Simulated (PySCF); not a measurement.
**Rotational lines of CaO**

Lines J+1 ← J of the vibrational ground state, computed from MN15 constants of CaO, ¹Σ⁺ (singlet), closed shell (Ca aug-pcseg-1, O aug-pcseg-1; no relativity (PySCF 2.14); masses 39.9626 and 15.9949 u), in MHz:

| J | ν (MHz) |
| --- | --- |
| 2 | 80404.3 |
| 3 | 107203.9 |
| 4 | 134001.9 |
| 5 | 160797.9 |
| 6 | 187591.6 |

Problem. Find B0 and the effective bond length r0; with αe = 0.00226 cm⁻¹, find Re.

Solution. ν = 2B0(J+1) − 4D(J+1)³ gives B0 = 0.44701 cm⁻¹. With the reduced mass μred = 11.423 u, r0 = √(16.8576/(μred·B0)) (u, cm⁻¹, Å) = 1.8170 Å. Be = B0 + αe/2 = 0.44814 cm⁻¹ gives Re = 1.815 Å.
